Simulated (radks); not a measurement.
Values are calculated unless marked as measured or tabulated.
Question: Mean orbital radii <r> (bohr) of neutral holmium, [Xe] 4f11 6s2, of relativity; Dirac values are averaged over j with weights 2j + 1. Spin-unpolarised spherical Kohn-Sham, BLYP, point nucleus unless stated (finite: rms radius 5.2022 fm), a radial shooting solver on a logarithmic mesh with Libxc functionals. A level marked "c x" has the speed of light scaled by that factor and shares open shells by 2j + 1; other Dirac levels either fill j = l - 1/2 first or share by 2j + 1.

| shell | non-rel. |
|---|---|
| 2s | 0.09610 |
| 2p | 0.08142 |
| 3s | 0.2467 |
| 3p | 0.2365 |
| 3d | 0.2090 |
| 4s | 0.5559 |
| 4p | 0.5678 |
| 4d | 0.5982 |
| 5s | 1.382 |
| 5p | 1.575 |
| 4f | 0.8072 |
| 6s | 4.333 |

Give the values at the level "Dirac, c x 0.85".

Answer: 
shell  Dirac, c x 0.85  change of magnitude (%)
2s             0.08396                   -12.63
2p             0.07616                    -6.47
3s              0.2222                    -9.96
3p              0.2248                    -4.97
3d              0.2075                    -0.72
4s              0.5033                    -9.45
4p              0.5418                    -4.57
4d              0.5964                    -0.30
5s               1.233                   -10.79
5p               1.500                    -4.79
4f              0.8881                   +10.02
6s               3.908                    -9.81
